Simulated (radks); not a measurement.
Initial-state core-level shifts of neutral scandium when its valence configuration changes from [Ar] 3d1 4s2. Calculated with a radial shooting solver on a logarithmic mesh with Libxc functionals: scalar-relativistic Kohn-Sham, r2SCAN, spin-polarised, spherical densities, finite nucleus; open shells are filled with parallel spins first; meta-GGA in the generalised Kohn-Sham scheme; Fermi nuclear charge, rms radius 3.5459 fm. Shifts are changes of the shell-averaged eigenvalues in eV (positive: less bound); the change of the density at the nucleus, which sets a Mossbauer isomer shift, is in e/bohr^3, on a base of 7290.

valence              2s      2p      3s      3p  density at nucleus
4s2 4p1          -7.237  -7.174  -6.143  -5.841             +3.0595
3d1 4s1 4p1      -1.004  -1.003  -0.992  -0.976             -2.2694
3d1 4s1.5 4p0.5  -0.620  -0.620  -0.611  -0.604             -1.1675
3d2 4s1          +3.726  +3.685  +3.342  +3.175             -3.3727
3d1.5 4s1.5      +2.120  +2.096  +1.863  +1.762             -2.0054
3d0.5 4s2 4p0.5  -3.393  -3.363  -2.948  -2.809             +1.3646
4s1 4p2          -7.943  -7.879  -6.847  -6.529             -0.2203
3d1 4p2          -2.215  -2.218  -2.220  -2.197             -5.1530
